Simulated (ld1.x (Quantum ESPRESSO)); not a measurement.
**What one change does to a pseudopotential (In, TM)**

| Item | Value |
| --- | --- |
| Element | indium |
| Generator | ld1.x (Quantum ESPRESSO) 7.5 |
| Type | norm-conserving Troullier–Martins (Kleinman–Bylander form) |
| Functional | BLYP |
| Relativity | scalar-relativistic |
| Frozen core | [Kr] |
| Valence charge | 13 |
| Reference configuration | 4d10 5s2 5p0 (charge +1) |
| Partial waves | 5p (bound, empty): rc 2.40 bohr; 4d (bound): rc 1.80 bohr; 5s (bound): rc 1.55 bohr |
| Local potential | the s channel |
| Core correction | none |

Change: all radii scaled by about 1.07 (s 1.66, p 2.56, d 1.92 bohr).

Cutoffs: the cutoffs (Ry, on a coarse ladder) from which the occupation-weighted sum of valence levels, in a spherical-Bessel basis at the reference potential, stays within 10 and 1 mRy of its value at 400 Ry; they do not see the model core or the augmentation charge, which bear on the density cutoff. Errors are all-electron minus pseudo energies relative to the spin-unpolarised reference configuration.

Problem. How do hardness, ghosts and transferability respond?

Solution. The potential gets softer (70 Ry and 140 Ry → 70 Ry and 110 Ry); of the 7 tests that both files solve, the error grows in 3 and shrinks in 2 by more than 15 % and 0.3 meV (median size 19.2 → 31.7 meV); neither file shows a bound ghost. A larger radius leaves more room for a smooth pseudo-wave, so fewer plane waves are needed.

| quantity | base | changed |
| --- | --- | --- |
| cutoff, loose | 70 Ry | 70 Ry |
| cutoff, tight | 140 Ry | 110 Ry |
| loose cutoff by channel (10 mRy a level) | d 55 Ry, s 30 Ry | d 50 Ry, s 25 Ry |
| bound ghosts | none | none |
| error for 4d10 5s2 5p1, meV [ΔE -5.36 eV] | +2.3 | +2.6 |
| error for 4d10 5s1 5p0, meV [ΔE 19.32 eV] | +13 | +8.2 |
| error for 4d10 5s0 5p0, meV [ΔE 47.86 eV] | +19 | +32 |
| error for 4d9 5s2 5p2, meV [ΔE 12.82 eV] | -162 | -213 |
| error for 4d9 5s0 5p0, meV [ΔE 104.10 eV] | -199 | -148 |
| error for 4d9 5s2 5p1, meV [ΔE 19.54 eV] | -89 | -165 |
| error for 4d10 5s1 5p1, meV [ΔE 6.58 eV] | -2.3 | -2.0 |
